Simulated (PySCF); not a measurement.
**Cost of excited-state runs on `InChI=1S/C4H5BFN/c6-4-1-2-5-7-3-4/h1-3,5,7H`**

Geometry:
```
atom   x (Å)   y (Å)   z (Å)
  F1  -2.679  -0.160  -0.003
  C2  -1.324  -0.082  -0.003
  C3  -0.743   1.147  -0.002
  N4   0.608   1.250  -0.002
  B5   1.479   0.135  -0.001
  C6   0.785  -1.215  -0.002
  C7  -0.577  -1.276  -0.003
  H8  -1.342   2.046  -0.002
  H9   0.963   2.196  -0.002
 H10   2.634   0.320   0.000
 H11   1.322  -2.154  -0.002
 H12  -1.125  -2.208  -0.003
```

PySCF with density fitting, on 1 thread of an Arm Neoverse V1, shared host. Command: `OMP_NUM_THREADS=1 python excited_run.py task.json out`

Q: How long does this run take, and how much memory?
- vibronic structure, BHandHLYP/def2-SVP; full response

A: 
```
               run               level  basis functions  wall time  peak memory (GiB)
vibronic structure  BHandHLYP/def2-SVP              123       18 s               0.61
```
Times from a shared host are rough.
